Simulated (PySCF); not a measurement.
Worked example: oscillator strength and radiative lifetime

Ga(Cl)(vinyl)(OH) (C2H4ClGaO), SMILES C=[CH][Ga]([OH])[Cl].

Geometry optimised at B3LYP-D3(BJ)/def2-SVP. The structure was generated by enumeration; whether it is a known compound was not checked. One conformer was computed; it need not be the lowest.

TDDFT-PBE/def2-SVPD in PySCF puts the first singlet state with f over 0.02 at 5.64 eV (vertical), with the transition dipole (-0.055, -0.733, 0.000) in atomic units.

Q: Find the oscillator strength, the wavelength and the radiative lifetime that this transition would have in vacuum if emission retraced absorption.

A: 
|μ|² = 0.5403 au, so |μ| = 1.87 D. ΔE = 5.64/27.211 = 0.2073 hartree. f = (2/3) ΔE |μ|² = 0.075 (the program prints 0.075).
λ = 1239.84/5.64 = 220 nm; ν = 45490 cm⁻¹.
Einstein's coefficient A = 0.6670 ν² f s⁻¹ (ν in cm⁻¹) = 1.0e8 s⁻¹, so τ = 1/A = 9.7 ns. This state is S4; the lower singlets have f = 0.000, 0.009, 0.001. The figure is the radiative limit of this one transition; relaxation, internal conversion, crossing to triplets and a medium change what is measured.
